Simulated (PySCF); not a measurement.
Correlation energy of Ti²⁺ (titanium, charge +2)

[Ar] 3d2, high-spin 3F determinant. Computed with PySCF 2.14 in aug-cc-pVTZ, with no relativity, point nucleus. Frozen: [Ar]; 2 electrons correlated.

With two correlated electrons CCSD is exact within the correlated space (frozen core and kept virtual orbitals).

```tsv
level	correlation energy (mhartree)
CCSD	-5.77
```

Diagnostics: T1 = 0.0020, D1 = 0.0029, largest double amplitude 0.018.

Cost of the coupled-cluster step: of the order of 22 core-seconds, for 2 correlated electrons.
